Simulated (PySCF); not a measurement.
# What a mistake does to a calculation on BGeH2O2 cation

Calculated results; nothing here was measured. The program is PySCF 2.14.0, an open-source quantum chemistry code, run on an isolated molecule that a program drew, which may never have been made. The molecule is BGeH2O2 cation (charge +1, singlet), drawn as the SMILES string `[BH+][O][GeH]=[O]`.

Each row is a Hartree-Fock (HF) and frozen-core CCSD(T) single point in the cc-pVDZ basis, meant for a local HF minimum. Run 1 is clean. Each other run has one planted mistake out of seven kinds, and not every kind appears here: one electron removed, one electron added, multiplicity raised by two, geometry at a saddle point, minimal basis STO-3G, one bond length entered in bohr, all coordinates scaled. The reference is restricted for singlets and unrestricted otherwise, and also for a bond in bohr. Adding or removing an electron swaps singlet and doublet. Electrons count all cores. HOMO and LUMO are orbital energies over both spins, the gradient is its largest component, and the lowest frequency (negative if imaginary) is given only where the gradient is small. Bond lengths are over the 5 bonds as drawn. T1 is the CCSD diagnostic: over 0.02 (restricted) or 0.045 (unrestricted) a single reference is doubtful. Germanium has the cc-pVDZ-PP basis, with a core potential (ECP10MDF) in place of its 10 inner electrons, and its 3s, 3p and 3d shells are frozen in CCSD(T).

Geometry of the clean run:
```xyz
6
BGeH2O2 cation, angstrom
B    -0.5521    1.7291    1.0027
O     0.4085    1.3222    0.3748
Ge    1.5732    1.2103   -1.1945
O     1.0069    2.1616   -2.3328
H    -1.4701    2.1100    1.6197
H     2.5646    0.2311   -0.6565
```

```
run,electrons,basis functions,<S^2>,HOMO (eV),LUMO (eV),gradient (hartree/bohr),lowest frequency (cm^-1),mean bond (Å),longest bond (Å),T1,HF (hartree),CCSD(T) (hartree),mistake
1,54,75,0.000,-17.52,-4.03,1.3e-05,95,1.4853,1.957,0.0289,-468.68894,-469.25299,no fault
2,53,75,0.759,-27.35,-12.11,1.3e-01,-,1.4853,1.957,0.0208,-468.16631,-468.65385,one electron removed
3,54,75,0.687,-17.48,-5.38,2.4e-02,-,1.6935,2.211,0.0712,-468.55262,-469.11866,one bond length entered in bohr
4,55,75,0.773,-5.22,1.87,4.4e-02,-,1.4853,1.957,0.0338,-468.85807,-469.43066,one electron added
5,54,75,2.042,-12.73,-5.47,1.4e-01,-,1.4853,1.957,0.0206,-468.59711,-469.09437,?
6,54,75,0.000,-18.14,-3.72,1.3e-01,-,1.3828,1.822,0.0229,-468.64399,-469.18432,?
```

**Which mistake was planted in run 5, and what did it cost?**

Electrons, basis and geometry are unchanged, and <S^2> is 2.042, beside S(S+1) = 2.00 for a multiplicity of 3. So the mistake is: multiplicity raised by two. Subtracting run 1 and multiplying by 627.51 kcal/mol a hartree, the energy moved by 57.6 kcal/mol in HF and 99.5 kcal/mol in CCSD(T).

**Which mistake was planted in run 6, and what did it cost?**

The mean and the longest bond both change by the same factor, 0.931, and the gradient is no longer small. So the mistake is: all coordinates scaled. Subtracting run 1 and multiplying by 627.51 kcal/mol a hartree, the energy moved by 28.2 kcal/mol in HF and 43.1 kcal/mol in CCSD(T).

Cautions from the logs. Run 1: T1 is over the limit, so its CCSD(T) energy is less reliable; run 3: T1 is over the limit, so its CCSD(T) energy is less reliable; run 6: T1 is over the limit, so its CCSD(T) energy is less reliable.
